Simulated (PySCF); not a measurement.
From one molecule to another.

First species: SnCl3(nBu), C4H9Cl3Sn.
Cartesian coordinates in Å at the PBE0-D3(BJ)/def2-SVP level; atoms count from 1:
```xyz
17
C4H9Cl3Sn angstrom
Sn     1.328    1.846    1.556
Cl     1.426    2.157    3.868
Cl     3.530    1.863    0.773
Cl     0.298    3.722    0.615
C      0.330    0.080    0.893
C      0.334    0.035   -0.630
C     -0.318   -1.222   -1.204
C     -1.800   -1.357   -0.892
H      0.865   -0.769    1.346
H     -0.682    0.120    1.323
H     -0.184    0.927   -1.024
H      1.373    0.100   -0.995
H     -0.172   -1.211   -2.297
H      0.226   -2.110   -0.837
H     -2.231   -2.240   -1.386
H     -1.988   -1.468    0.188
H     -2.362   -0.474   -1.237
```

Second species: methyl 3-chloropropanoate, C₄H₇ClO₂.
Bonds: C1–O2, O2–C3, C3–O4 (double), C3–C5, C5–C6, C6–Cl7. Hydrogens: H8, H9, H10 on C1; H11, H12 on C5; H13, H14 on C6.

Levels: wB97X-D/def2-SVPD for HOMO energy, LUMO energy, HOMO–LUMO gap and static isotropic polarisability; TDDFT wB97X-D/def2-SVPD for lowest singlet excitation. Geometries: PBE0-D3(BJ)/def2-SVP. All species are isolated and taken at one optimised geometry (atoms past krypton carry core potentials, spin–orbit coupling is left out). Electronic properties by PySCF.

Dipoles, sizes and rotational constants follow the conformer. The torsions of the flexible species, by atom-mapped SMILES:
- `[CH3:1][O:2][C:3](=[O:4])[CH2:5][CH2:6][Cl:7]`: C1–O2–C3–O4 0°, O2–C3–C5–C6 -179°, C3–C5–C6–Cl7 180°

Q: Which has the higher LUMO energy?

A: The second: 1.77 eV against -0.68 eV, a difference of 2.45 eV.

Q: Which has the higher static isotropic polarisability?

A: The first: 130.2 au against 70.2 au, a difference of 60.0 au.

Q: Which of the two has the higher S1 energy, and by how much?

A: The second: 6.04 eV against 5.80 eV, a difference of 0.24 eV.

Q: Which of the two has the higher HOMO energy, and by how much?

A: The second: -10.28 eV against -10.54 eV, a difference of 0.26 eV.

Q: Which of the two has the higher HOMO–LUMO gap, and by how much?

A: The second: 12.05 eV against 9.86 eV, a difference of 2.19 eV.

On the first: The principal polarisabilities are 119.1, 122.1 and 149.2 au; their mean is the isotropic value. The polarisability is 19.29 Å³ as a volume (1 au = 0.148185 Å³). Atoms past krypton carry effective core potentials; spin–orbit coupling is left out.

On the second: The polarisability is 10.40 Å³ as a volume (1 au = 0.148185 Å³), or 1.10 au for each of the 64 electrons. S1 lies 6.01 eV below the HOMO–LUMO gap; its leading configuration is HOMO→LUMO, weight 0.71.
